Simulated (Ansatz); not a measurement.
CH6FNOSi, SMILES `NCO[SiH2]F`, relaxed with RKS PBE-D4/def2-SVP in the Gaussian-basis code of Ansatz from a rough embedded geometry. The force threshold is 0.03 eV/Å; the program also tests the step.

Charge 0, multiplicity 1.

Start:

```xyz
11

N    -2.067    0.024   -0.213
C    -0.824   -0.229    0.379
O     0.132    0.297   -0.465
Si    1.770    0.060   -0.119
F     2.667    0.735   -1.172
H    -2.172    1.081   -0.354
H    -2.111   -0.332   -1.165
H    -0.719   -1.325    0.441
H    -0.740    0.272    1.355
H     2.064   -1.347    0.050
H     2.000    0.763    1.263
```

Q: By how much does the energy fall, and how many steps does the optimiser take? (Best estimate.)

A: Ansatz gave: 66.78 kJ/mol, in 22 steps.

Q: Which bonds change most? (An estimate is asked.)

A: The calculation gave: Si4–F5 from 1.539 to 1.646 Å; C2–O3 from 1.379 to 1.456 Å; Si4–H11 from 1.567 to 1.493 Å; Si4–H10 from 1.447 to 1.503 Å.

Q: Give the relaxed structure. (Best estimate.)

A: Computed: 
```xyz
11

N    -1.706    0.079   -0.592
C    -0.974   -0.336    0.557
O     0.232    0.429    0.843
Si    1.666    0.152    0.051
F     1.477    0.436   -1.560
H    -1.988    1.064   -0.517
H    -1.145   -0.015   -1.448
H    -0.705   -1.412    0.449
H    -1.608   -0.227    1.460
H     2.087   -1.287    0.159
H     2.664    1.117    0.598
```
